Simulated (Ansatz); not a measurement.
C$_{2}$H$_{7}$OSb, SMILES `CO[CH2][SbH2]`, relaxed with RKS PBE0-D4/def2-TZVP in the Gaussian-basis code of Ansatz from a PBE-D4/def2-SVP geometry. The force threshold is 0.005 eV/Å; the program also tests the step.

The species carries charge 0 and has multiplicity 1. Sb takes the def2 core potential.

Start:

```xyz
11

C     0.934   -0.453   -1.579
O     0.888   -0.187   -0.195
C    -0.425   -0.116    0.304
Sb   -0.233    0.278    2.476
H     1.999   -0.487   -1.881
H     0.459   -1.433   -1.834
H     0.418    0.339   -2.176
H    -1.023    0.693   -0.179
H    -0.983   -1.078    0.173
H    -0.080    1.991    2.234
H    -1.954    0.452    2.656
```

```json
{"step": "1", "energy (eV)": "-10768.7835", "largest force (eV/Å)": "0.600", "largest move (Å)": "0.000"}
{"step": "2", "energy (eV)": "-10768.8265", "largest force (eV/Å)": "0.506", "largest move (Å)": "0.060"}
{"step": "3", "energy (eV)": "-10768.8364", "largest force (eV/Å)": "0.083", "largest move (Å)": "0.029"}
{"step": "4", "energy (eV)": "-10768.8367", "largest force (eV/Å)": "0.153", "largest move (Å)": "0.026"}
{"step": "5", "energy (eV)": "-10768.8379", "largest force (eV/Å)": "0.042", "largest move (Å)": "0.023"}
{"step": "6", "energy (eV)": "-10768.8380", "largest force (eV/Å)": "0.007", "largest move (Å)": "0.015"}
{"step": "7", "energy (eV)": "-10768.8380", "largest force (eV/Å)": "0.002", "largest move (Å)": "0.005"}
{"step": "8", "energy (eV)": "-10768.8380", "largest force (eV/Å)": "0.004", "largest move (Å)": "0.010"}
{"step": "9", "energy (eV)": "-10768.8380", "largest force (eV/Å)": "0.005", "largest move (Å)": "0.009"}
{"step": "10", "energy (eV)": "-10768.8380", "largest force (eV/Å)": "0.004", "largest move (Å)": "0.005"}
```

End:

```xyz
11

C     0.921   -0.457   -1.573
O     0.897   -0.196   -0.194
C    -0.409   -0.104    0.308
Sb   -0.233    0.297    2.438
H     1.966   -0.514   -1.879
H     0.425   -1.409   -1.808
H     0.424    0.343   -2.140
H    -0.976    0.697   -0.182
H    -0.959   -1.047    0.177
H    -0.122    1.990    2.225
H    -1.933    0.401    2.629
```

Run time 31 s (4 threads of an Arm Neoverse V2 on a shared host); peak host memory 0.45 GiB.
